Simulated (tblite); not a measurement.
Compound: C5H14OSSi.
Z-matrix (Å and degrees, GFN2-xTB geometry), rows numbered from 1:
```
C 
S   1  1.8168
Si  2  2.1286  1   97.38
O   3  1.5971  2  102.11  1   174.84
C   4  1.4113  3  131.80  2   169.48
C   5  1.5259  4  110.55  3    38.01
C   5  1.5287  4  108.41  3   -83.09
C   5  1.5300  4  106.43  3   157.95
H   1  1.0844  2  107.21  3   178.52
H   1  1.0851  2  109.74  3    59.09
H   1  1.0853  2  109.65  3   -62.17
H   3  1.4639  2  108.62  1    54.52
H   3  1.4654  2  108.64  1   -63.30
H   6  1.0871  5  110.06  4   -63.71
H   6  1.0865  5  110.27  4   175.96
H   6  1.0868  5  109.94  4    55.76
H   7  1.0872  5  109.90  4    63.76
H   7  1.0868  5  109.69  4   -55.53
H   7  1.0863  5  110.44  4  -175.83
H   8  1.0863  5  110.43  4   177.96
H   8  1.0869  5  109.81  4   -61.61
H   8  1.0867  5  109.74  4    57.50
```

Level: GFN2-xTB in tblite, geometry and Hessian alike; calculated harmonic values, unscaled, isolated species. Against measured fundamentals such values can be off by several per cent, at times by over 20. Modes of hydrogen on silicon can be 10 to 20 % off. One conformer, not necessarily the lowest.

Harmonic wavenumbers (cm⁻¹): 32.2, 49.7, 76.8, 84.7, 125.6, 165.4, 177.1, 197.0, 223.3, 253.3, 313.9, 328.0, 395.0, 449.1, 465.2, 524.7, 554.1, 622.1, 722.9, 732.8, 773.8, 825.8, 863.1, 947.1, 948.6, 950.1, 959.2, 960.4, 1029.7, 1031.8, 1100.5, 1211.6, 1243.4, 1249.7, 1325.2, 1391.8, 1393.7, 1413.6, 1460.3, 1464.9, 1467.8, 1482.9, 1486.1, 1488.2, 1489.8, 1506.7, 2203.0, 2256.2, 3031.4, 3034.3, 3035.5, 3040.5, 3042.2, 3043.1, 3043.9, 3046.1, 3048.7, 3050.2, 3051.8, 3062.3.

A = 3275, B = 646.4, C = 618.7 MHz; mass 150.053 u (most abundant isotopes); point group C1, symmetry number 1.

What is the zero-point energy?

½Σν̃ = 39474 cm⁻¹ = 112.86 kcal/mol.

Entropy at 298.15 K, 1 bar (ideal gas, RRHO, classical rotation)?

Translation 40.95, rotation 29.89, vibration 40.83: S = 111.7 cal/(mol K).

And Cp and H(298.15 K) − H(0)?

Cp = 45.87 cal/(mol K), of which vibrations give 37.92 (their classical limit is 60 R = 119.2); H(298.15 K) − H(0) = 8.48 kcal/mol without the zero-point energy, 6.11 from vibrations.

What must be added to the electronic energy to get the Gibbs energy at 298.15 K and 1 bar?

ZPE + [H(298.15 K) − H(0)] − T·S = 112.86 + 8.48 − 33.29 = 88.05 kcal/mol.

Blend soft modes into free rotors: weight 1/[1 + (100 cm⁻¹/ν̃)⁴] for the oscillator and the rest for a rotor with moment μB/(μ + B), μ = h/(8π²ν), B = 10⁻⁴⁴ kg m². What vibrational entropy results?

36.69 cal/(mol K) in place of 40.83, which changes −T·S at 298.15 K by +1.23 kcal/mol.

Hindered rotation and anharmonicity are outside this model. Other conformers, if any are populated, would add a mixing term that is left out. The structure is chiral; the term R ln 2 for an equal mix with its mirror image is left out.

On one thread of an Arm Neoverse V2, no GPU, shared host with 192 logical CPUs at a one-minute load of 56, this took 0.9 s wall. The figure is for the frequency step alone.
